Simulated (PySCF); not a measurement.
CHBr3.
Cartesian coordinates in Å at the PBE0-D3(BJ)/def2-SVP level; atoms count from 1:
```
atom  x, y, z in Å
Br1   -1.4185   -1.1758   -0.4362
C2     0.0026   -0.0023    0.1191
Br3   -0.3297    1.8205   -0.4028
Br4    1.7200   -0.6200   -0.4921
H5     0.0256   -0.0225    1.2121
```

Computed, not measured: PySCF, PBE0-D3(BJ)/def2-SVP geometry optimisation, gas phase.

Masses are those of the commonest isotopes; rigid-rotor values at the optimised geometry. 

(1) Give the principal moments of inertia and the rotational constants in MHz.

(2) What kind of rotor is it?

(3) Is it planar, by Δ = Ic − Ia − Ib?

(4) Give the other two planar moments, Paa and Pbb, and the rms extents of the mass along the axes.

(5) Where do the R-branch lines fall?

## Answers

(1) Ia = 407.27, Ib = 407.42, Ic = 802.11 u·Å²; 505379 MHz·u·Å²/I gives A = 1241, B = 1240, C = 630.1 MHz.

(2) An oblate symmetric top, as the point group C3v requires two equal moments: κ = (2 × 1240 − 1241 − 630.1)/(1241 − 630.1) = 1.00.

(3) Not planar: Δ = Ic − Ia − Ib = -12.57 u·Å². For a rigid frame Δ = −2 Σ m c², so Σ m c² = 6.29 u·Å² lies off the ab plane: 2.65 from hydrogen and 3.63 from heavier atoms. The atom farthest from that plane is 1.62 Å away.

(4) Paa = Σ m a² = (Ib + Ic − Ia)/2 = 401.13 and Pbb = Σ m b² = (Ia + Ic − Ib)/2 = 400.98 u·Å². With the mass M = 249.76 u, the rms extents √(P/M) along a, b and c are 1.27, 1.27, 0.16 Å.

(5) The dipole of 0.92 D lies along the symmetry axis, so ΔK = 0 and J+1 ← J falls at 2B(J+1) for every K: 2.48 GHz, 4.96 GHz, 7.44 GHz, 9.93 GHz, 12.41 GHz for J = 0 to 4.

Stationary, but not proved a minimum. These are rigid-rotor constants of the computed structure; measured ground-state constants (B0) also hold zero-point vibration.

On an x86-64 server with one thread, no GPU (shared host), this took 24 s. This is the geometry optimisation.
